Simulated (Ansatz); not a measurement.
Consider the hydrogenolysis of a C–Ga bond: `N#[C][Ga]([F])[F]` + H₂ → `C#N` + `[F][GaH][F]`.

Calculated with Ansatz (gas phase, PBE0-D4/def2-TZVP geometries, no zero-point term in ΔE). CBS: MP2 limit from def2 TZ/QZ plus the TZ coupled-cluster correction, frozen cores. This one scheme is used for every species. Functionals use def2-TZVPP. For Ga outer-core shells are correlated without core-valence functions, which leaves a few kJ/mol of doubt a bond. Scalar relativity is left out up to krypton.

`N#[C][Ga]([F])[F]`:

Cartesian coordinates in Å:
```
N -1.940 -1.191 0.838
C -1.019 -0.626 0.440
Ga 0.504 0.309 -0.218
F 2.075 0.063 0.450
F 0.380 1.444 -1.511
```

H₂:

Z-matrix (Å, degrees):
```
H
H 1 0.746
```

`C#N`:

Cartesian coordinates in Å:
```
C -0.014 0.000 0.022
N 0.604 0.001 -0.943
H -0.591 -0.001 0.921
```

`[F][GaH][F]`:

Cartesian coordinates in Å:
```
F -0.515 -1.516 -0.525
Ga 0.034 0.014 0.096
F -0.066 1.276 -1.099
H 0.547 0.226 1.528
```

```csv
level,ΔE (kcal/mol),difference from CCSD(T)/CBS
r2SCAN-D4,-0.8,-0.1
PBE0-D4,-1.7,-1.0
r2SCANh-D4,-1.0,-0.3
r2SCAN0-D4,-1.2,-0.5
ωB97M-V,-1.5,-0.8
LC-ωPBE,-2.3,-1.6
CCSD(T)/def2-SVP,-0.6,0.1
SCS-MP2/def2-TZVPP,1.1,1.8
CCSD(T)/def2-TZVPP,0.6,1.3
CCSD/CBS(def2),-1.7,-1.0
CCSD(T)/CBS,-0.7,0
```

Question: What do rigid-rotor, harmonic-oscillator terms from PBE0-D4/def2-TZVP frequencies (298.15 K, 1 bar) make of the CCSD(T)/CBS value? (Estimate.)

Answer: Ansatz gave: ΔZPE = +3.2 kcal/mol, ΔH = +1.3 kcal/mol, ΔS = 20 J/(mol·K), ΔG = -0.1 kcal/mol.

Largest T1 diagnostic among the species: 0.015.

The D4 term adds +1.3 kcal/mol with B3LYP and +0.7 kcal/mol with PBE0; it sums over pairs of atoms, weighted by their polarisabilities, and B3LYP, whose exchange is more repulsive, gets the larger term. Leaving LDA and LC-ωPBE aside and taking each functional with its dispersion term where it has one, the values, not all of them listed here, spread over 2.6 kcal/mol, from B97M-V to revPBE-D4. LDA lies −1.2 kcal/mol from PBE without D4. In def2-TZVPP, CCSD(T) changes the Hartree–Fock value by +3.7 kcal/mol (the triples alone add +0.9 kcal/mol) and MP2 by +4.9 kcal/mol.

B3LYP here is the variant with VWN-RPA as its local correlation; programs differ in this.
